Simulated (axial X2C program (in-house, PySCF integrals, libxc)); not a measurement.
CoB: from the spin-free to the two-component result

Calculated with an in-house all-electron X2C program for linear molecules (integrals from PySCF). Spin-free means the one-electron spin-free X2C Hamiltonian; two-component (2c) means X2C with spin–orbit coupling and atomic mean-field two-electron Coulomb and Gaunt terms, so the difference of the two also holds small scalar two-electron terms. Basis: Co dyall-cv3z [9s10p6d3f2g], B dyall-v3z [7s6p2d1f] (cores contracted in-house); Gaussian nuclei, density fitting, unrestricted open shells. Masses: Co 58.933 u, B 11.009 u.

Spin-free state: M_S = 1, Λ = 2 (beyond evenly filled blocks: σα, δ+α, δ+β, δ-α); fragments Co + B.

```
    level  Re (Å)  ωe (cm⁻¹)  De (eV)  μ (D)
BHandHLYP   1.729      589.2    0.672  -2.42
```

Dipoles are positive if B is the positive end.

Two-component determinant lowest at the distance of the search:

Ω = 3 (⟨Sz⟩ = 1.00, ⟨Lz⟩ = 2.00 at BHandHLYP); fragments Co + B.

```json
{"level": "BHandHLYP", "Re (Å)": "1.733", "ωe (cm⁻¹)": "582.7", "μ (D)": "-2.44"}
```

Problem. From the two tables, how do the constants change at the BHandHLYP level (2c against spin-free)?

Solution. At the BHandHLYP level Re goes up by 0.004 Å and ωe falls by 6.5 cm⁻¹.

Occupations by symmetry block were frozen at the best pattern of an incomplete PBE0 search. Dissociation energies refer to the lowest single-determinant-based atoms at the same level and basis. De is not given where an atomic determinant may have missed its ground term or J level, or where the truncated virtual space spoils (T). Density functionals use the spin component along the axis (collinear). PBE0 can misorder states that lie within some tenths of an eV, so this need not be the ground state of the molecule. The nearest other spin-free determinant of the search, M_S = 0, Λ = 2, lies 0.07 eV up at the distance of the search. Without a current term, density functionals place determinants with orbital angular momentum somewhat too high. With several unpaired electrons one determinant need not be a pure state. A state of lower Ω lies just above, and one determinant can place such states too high, so the state shown need not be the lowest. The search has Ω = 2 only 0.07 eV up. The determinant is spin-polarised beyond a pure state at some levels (its spin-free form has ⟨S²⟩ too high), which makes Re and μ there less reliable.
